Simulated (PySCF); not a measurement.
Constitutional and geometric isomers with formula H5FSi3. Gas-phase values, no solvent. One relaxed conformer stands for each flexible species; it need not be the lowest. Strings in code marks are SMILES.

Method: PySCF with PBE-D3(BJ)/def2-TZVP // ωB97X-D3(BJ)/def2-TZVP. All candidates: neutral, multiplicity 1. Excitations are Tamm–Dancoff values on a coarser integration grid. The basis has no diffuse functions, so Rydberg states are missing or too high.

| Quantity | Value |
|---|---|
| T1 excitation (TDA) | 1.92 eV |
| S1 excitation (TDA) | 3.52 eV |
| LUMO | -2.71 eV |

Which member has these values?
(A) `F[SiH2][SiH]=[SiH2]` (F–Si–Si–Si torsion 1°)
(B) `F/[SiH]=[SiH]\[SiH3]`
(C) `F[Si](=[SiH2])[SiH3]`
(D) `F/[SiH]=[SiH]/[SiH3]`

A, `F[SiH2][SiH]=[SiH2]` (F–Si–Si–Si torsion 1°). The others give `F/[SiH]=[SiH]/[SiH3]`: 1.90 eV, 3.78 eV, -2.83 eV; `F/[SiH]=[SiH]\[SiH3]`: 1.85 eV, 3.78 eV, -2.81 eV; `F[Si](=[SiH2])[SiH3]`: 1.89 eV, 3.29 eV, -2.63 eV
